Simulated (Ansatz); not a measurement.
# Worked example: the step energy

An elementary step of Si$_{4}$NH$_{13}$O, closed shell (Si₄H₁₀O ([OH][Si]([SiH3])([SiH3])[SiH3]) + NH₃ → Si₃NH₉O ([NH2][Si]([OH])([SiH3])[SiH3]) + SiH₄; Si–Si, H–N broken or loosened, Si–N, Si–H formed or tightened). “Start” and “end” are the PBE0-D4/def2-TZVP structures reached by relaxing down either side of its saddle point, with the molecules still in contact.

Program: Ansatz 0.2.0. Basis: def2-TZVPP and def2-QZVPP. Cores are frozen in the correlated methods.

Energies in eV:

| quantity | end | start |
| --- | --- | --- |
| Hartree–Fock, triple zeta (X = 3) | -35178.09255 | -35177.36117 |
| Hartree–Fock, quadruple zeta (X = 4) | -35179.26499 | -35178.50437 |
| MP2 correlation, X = 3 | -26.74795 | -27.05498 |
| MP2 correlation, X = 4 | -28.75675 | -29.07943 |
| CCSD(T) correlation, X = 3 | -30.34060 | -30.67408 |

Question: Work out the step energy at the basis limit: extrapolate Hartree–Fock as E(X) = E∞ + A exp(−7.88 √X) and the MP2 correlation as E(X) = E∞ + B X^−2.97 (the exponents that Neese and Valeev fitted for def2-TZVPP and QZVPP), then add CCSD(T) − MP2 in triple zeta.

Answer: Each step is linear, so take the differences first (end − start): Hartree–Fock -0.73138 (X = 3) and -0.76062 (X = 4); MP2 correlation 0.30703 and 0.32268; CCSD(T) correlation 0.33348.
Two points give E∞ = E(4) + w [E(4) − E(3)], with w = 1/(exp(7.88 (2 − √3)) − 1) = 0.1377 for Hartree–Fock and w = 1/((4/3)^2.97 − 1) = 0.7407 for the correlation.
Hartree–Fock: -0.76062 + 0.1377 × (-0.02924) = -0.7646 eV.
MP2 correlation: 0.32268 + 0.7407 × 0.01565 = 0.3343 eV.
CCSD(T) − MP2: 0.33348 − 0.30703 = 0.0264 eV.
Sum: -0.7646 + 0.3343 + 0.0264 = -0.4039 eV, or -9.31 kcal/mol. Plain CCSD(T) in triple zeta gives -0.3979 eV, so the larger basis shifts the result by -0.0060 eV.

No T1 diagnostic of these runs exceeds 0.015.

Labels in which every atom is bracketed show which atoms are joined, not bond orders.

For scale, one of the runs: CCSD(T)/def2-TZVPP, 412 basis functions, launched by `ansatz run in.yaml --threads 4 --pin off --events-out ev --progress --plain --max-ram 41984MiB --backend cuda --devices 0, --max-vram 37GiB`. The run took 19 s on 4 CPU threads of an AMD EPYC 7R13 and a share of one NVIDIA H100 (shared host), with 0.91 GiB of host memory at its peak.
